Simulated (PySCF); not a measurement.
Shifts of the heteroatoms

Bonds (- single, = double, # triple, : aromatic): Si1-P2, P2-C3, C3:C4, C4:C5, C5:C6, C6:N7, N7:C8, C8:C3. Si1 carries H9, H10, H11; P2 carries H12; C4 carries H13; C5 carries H14; C6 carries H15; C8 carries H16.

- coordinates at the GFN2-xTB level
- PBE0/pcSseg-1 with gauge-including orbitals
- program: PySCF 2.14
- no solvent, single conformer, non-relativistic, rapidly exchanging positions averaged

Q: Where does 31P resonate?

A: 
```csv
atoms,environment,σ (ppm),δ (ppm)
P2,"phosphorus bonded to C, Si, H",493.9,-139.0
```

Shieldings were converted by a linear fit to measured shifts: 31P: δ = 270.09 − 0.828σ (rms 18.1 ppm, 64 shifts vs H3PO4, solution or neat liquid). Occasional misses reach two or three times the rms, and more in compound classes unlike the fitted ones.

On a 600 MHz spectrometer 31P resonates near 242.9 MHz, so 1 ppm is 242.9 Hz.

Q: What are the 29Si shifts?

A: 
```
atoms               environment  σ (ppm)  δ (ppm)
  Si1  silicon bonded to P, 3 H    421.7    -66.7
```

Shieldings were converted by a linear fit to measured shifts: 29Si: δ = 279.94 − 0.822σ (rms 8.9 ppm, 72 shifts, 25.8 ppm with the 6 outliers that the fit left out vs TMS, solution or neat liquid). Occasional misses reach two or three times the rms, and more in compound classes unlike the fitted ones.

On a 300 MHz spectrometer 29Si resonates near 59.6 MHz, so 1 ppm is 59.6 Hz.

Q: Predict the 15N NMR data.

A: 
```tsv
atoms	environment	σ (ppm)	δ (ppm)
N7	pyridine-type ring nitrogen	-92.4	-62.9
```

Shieldings were converted by a linear fit to measured shifts: 15N (scatter 6.3 ppm rms vs CH3NO2, solution or neat liquid). Occasional misses reach two or three times the rms, and more in compound classes unlike the fitted ones.

On a 300 MHz spectrometer 15N resonates near 30.4 MHz, so 1 ppm is 30.4 Hz.
